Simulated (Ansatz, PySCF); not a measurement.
C2H7BO3, SMILES O[C@H](B(O)O)C.

Geometry: PBE0-D3(BJ)/def2-SVP. The structure was generated by enumeration; whether it is a known compound was not checked. Other conformers were not sampled.

Vertical ionisation energy (IE) and electron affinity (EA) in eV. Rows of orbital energies are one-electron estimates. Where ΔSCF, EOM or ADC give a negative EA the extra electron is unbound and the value depends on the basis.

```json
[
 {"level": "−ε(HOMO), −ε(LUMO), ωB97X/def2-TZVP (PySCF)", "IE": "10.62", "EA": "-2.69"},
 {"level": "−ε(HOMO), −ε(LUMO), PBE/def2-TZVP (PySCF)", "IE": "6.44", "EA": "0.19"},
 {"level": "ΔSCF, ωB97X-V/def2-SVPD (Ansatz), final states of multiplicity 2 and 2", "IE": "10.74", "EA": "-1.47"},
 {"level": "ΔSCF, PBE/def2-SVPD (Ansatz), final states of multiplicity 2 and 2", "IE": "9.91", "EA": "-0.90"}
]
```

Task: What vertical singlet–triplet gap does ΔSCF give with ωB97X-V/def2-SVPD (Ansatz, an electronic-structure program) and with PBE/def2-SVPD (Ansatz)? (The exact figures need the calculation; the answer reports its results.)

Result: 7.18 and 6.28 eV (triplet above singlet where positive).
